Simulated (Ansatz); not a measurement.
Program: Ansatz. Geometries: PBE0-D4/def2-TZVP. ΔE: electronic, gas phase. CBS: MP2 limit from def2 TZ/QZ plus the TZ coupled-cluster correction, frozen cores. Functionals use def2-TZVPP. B3LYP here is the variant with VWN-RPA as its local correlation; programs differ in this. For Ge outer-core shells are correlated without core-valence functions, which leaves a few kJ/mol of doubt a bond. Scalar relativity is left out up to krypton. One conformer a species, not always the lowest.

Consider the redistribution: `N[BH][GeH]([OH])[F]` + `C=C[SiH2]S` → `C=C[SiH2]BN` + `[OH][GeH]([F])[SH]`.

| level | ΔE (kcal/mol) | difference from CCSD(T)/CBS |
| --- | --- | --- |
| PBE-D4 | 7.2 | -1.3 |
| r2SCAN-D4 | 7.4 | -1.1 |
| PBE0-D4 | 7.2 | -1.3 |
| B3LYP-D4 | 7.8 | -0.7 |
| ωB97M-V | 8.4 | -0.1 |
| B2PLYP | 7.7 | -0.8 |
| PBE0 | 7.1 | -1.4 |
| MP2/def2-TZVPP | 8.2 | -0.3 |
| MP2/CBS(def2) | 9.4 | 0.9 |
| CCSD/CBS(def2) | 8.6 | 0.1 |
| CCSD(T)/CBS | 8.5 | 0 |

Largest T1 diagnostic among the species: 0.013.

In def2-TZVPP, CCSD(T) changes the Hartree–Fock value by +0.8 kcal/mol (the triples alone add −0.1 kcal/mol) and MP2 by +1.7 kcal/mol.
